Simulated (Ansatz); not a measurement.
Isolated molecules relaxed with PBE0-D4/def2-TZVP in Ansatz; ΔE leaves out vibrations. CCSD(T)/CBS adds triple-zeta CCSD(T) − MP2 to the extrapolated MP2 energy (def2 sets, frozen cores). This one scheme is used for every species. DFT in def2-TZVPP. B3LYP here is the variant with VWN-RPA as its local correlation; programs differ in this. For Br outer-core shells are correlated without core-valence functions, which leaves a few kJ/mol of doubt a bond. Scalar relativity is left out up to krypton. Each species was taken in one conformer, which may not be the lowest.

`CC(C)Br` + `[F][AlH][SH]` → `C[S][AlH][F]` + `CCBr`  (substitution at a C–C bond)

```json
{"level": "LDA (SPW92)", "ΔE (kcal/mol)": "8.2"}
{"level": "B3LYP-D4", "ΔE (kcal/mol)": "6.5"}
{"level": "BHLYP-D4", "ΔE (kcal/mol)": "7.1"}
{"level": "ωB97X-V", "ΔE (kcal/mol)": "7.2"}
{"level": "CAM-B3LYP", "ΔE (kcal/mol)": "7.0"}
{"level": "HF/def2-SVP", "ΔE (kcal/mol)": "9.0"}
{"level": "MP2/def2-QZVPP", "ΔE (kcal/mol)": "8.3"}
{"level": "MP2/CBS(def2)", "ΔE (kcal/mol)": "8.1"}
```

Task: What does CCSD(T)/CBS give? (Best estimate.)

Result: Ansatz gave: +7.9 kcal/mol. The listed levels differ from it by 0.3, -1.4, -0.8, -0.7, -0.9, 1.1, 0.4, 0.2 kcal/mol.

Largest T1 diagnostic among the species: 0.012.

At CCSD(T), def2-SVP lies +2.6 kcal/mol from the extrapolated value and def2-TZVPP +0.4 kcal/mol. From BLYP to BHLYP (50 % exact exchange), in def2-TZVPP and without D4, ΔE moves by +1.5 kcal/mol. Leaving LDA and LC-ωPBE aside and taking each functional with its dispersion term where it has one, the values, not all of them listed here, spread over 1.6 kcal/mol, from BLYP-D4 to B97M-V. LDA lies +2.4 kcal/mol from PBE without D4.
